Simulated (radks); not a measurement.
Problem. Rh42+, 3 electrons, occupied as [He] 2s1. Method: scalar-relativistic Kohn-Sham, BLYP, spin-polarised, spherical densities, finite nucleus; open shells are filled with parallel spins first (spin-orbit coupling, left out, can overturn this in heavy ions); Fermi nuclear charge, rms radius 4.4945 fm; computed with a radial shooting solver on a logarithmic mesh with Libxc functionals. Some entries of the table are withheld. Estimate them.

orbital,occ.,eigenvalue (hartree),<r^2> (bohr^2),r(max) (bohr)
1s up,1,(1),0.001419,0.02112
1s down,1,(2),0.001418,0.02113
2s up,1,(3),0.02044,0.1145

Solution. 
(1) 1s up eigenvalue (hartree): -992.4154
(2) 1s down eigenvalue (hartree): -991.9538
(3) 2s up eigenvalue (hartree): -241.1773
